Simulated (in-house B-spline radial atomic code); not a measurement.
Configurations of the barium ion Ba⁴⁺, with energies counted from [Kr] 4d10 5s2 5p4. Method: scalar-relativistic (X2C) PBEsol, spin-polarised, spherical fractional occupations, Fermi nucleus of rms radius 4.8378 fm. Calculated with a B-spline radial code for spherical atoms. Shells without spins written out take the highest spin.

Occupations are held fixed; configurations that lie above the ionisation limit could autoionise.

```tsv
configuration	E - E(ref) (eV)	highest orbital	its <r> (bohr)
[Kr] 4d10 5s2 5p(2 up, 2 down)	0.95512	5p up	1.775
[Kr] 4d10 5s2 5p(2 up, 1 down) 6s(0 up, 1 down)	27.79	6s down	3.202
[Kr] 4d10 5s1 5p4 6s1	41.938	6s up	3.153
[Kr] 4d9 5s2 5p5	78.346	5p down	1.736
[Ar] 3d10 4s2 4p5 4d10 5s2 5p4 5d1	191.42	5d up	2.173
[Ar] 3d10 4s2 4p(3 up, 2 down) 4d10 5s2 5p(3 up, 1 down) 6s(0 up, 1 down)	198.72	6s down	3.16
[Ar] 3d9 4s2 4p6 4d10 5s2 5p5	769.75	5p down	1.719
```

Task: Order these further configurations by energy, lowest first.
A. [Ar] 3d10 4s2 4p5 4d10 5s2 5p4 6d1
B. [Ar] 3d(4 up, 5 down) 4s2 4p6 4d10 5s2 5p(2 up, 2 down) 6p(0 up, 1 down)
C. [Ar] 3d10 4s2 4p5 4d10 5s2 5p5
D. [Kr] 4d9 5s2 5p4 6s1
E. [Kr] 4d10 5s1 5p5

Result: E (16.299 eV), D (105.92 eV), C (170.51 eV), A (210.87 eV), B (804.38 eV).

Task: How far above the reference does [Kr] 4d10 5s(1 up, 0 down) 5p(3 up, 1 down) 5f(1 up, 0 down) lie?

Result: 54.344 eV; its least bound orbital is 5f up with <r> = 3.591 bohr.

Task: How far above the reference does [Kr] 4d10 5s1 5p4 6f1 lie?

Result: 61.602 eV; its least bound orbital is 6f up with <r> = 6.261 bohr.

Task: How far above the reference does [Ar] 3d9 4s2 4p6 4d10 5s2 5p4 6f1 lie?

Result: 817.59 eV; its least bound orbital is 6f up with <r> = 6.081 bohr.
